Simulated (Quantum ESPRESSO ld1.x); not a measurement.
The numbers below are computed, except where a source is named.
Problem. The mean radii <r> (bohr) of the occupied orbitals of an atom or ion are listed with their occupations. Level of theory: Dirac Kohn-Sham, PBE, spin-unpolarised, spherical densities, point nucleus (ld1.x of Quantum ESPRESSO 7.5).

orbital  occ.      <r>
1s1/2       2  0.03343
2s1/2       2   0.1453
2p1/2       2   0.1236
2p3/2       4   0.1284
3s1/2       2   0.4024
3p1/2       2   0.3956
3p3/2       4   0.4063
3d3/2       4   0.3821
3d5/2       6   0.3856
4s1/2       2    1.020
4p1/2       2    1.109
4p3/2       4    1.140
4d3/2       4    1.631
4d5/2       3    1.654

Name the element and its charge. Open shells, if any, fill j = l - 1/2 first.

Solution. Z = 44, ruthenium, charge +1: Ru+ in [Kr] 4d7. The 1s radius gives Z: for a bare nucleus <r> = (2 gamma + 1)/(2Z) with gamma = sqrt(1 - (Z/c)^2), 0.03289 bohr for Z = 44, and screening makes it slightly larger (0.03343 here). The occupations add up to 43, and the charge is Z minus that.
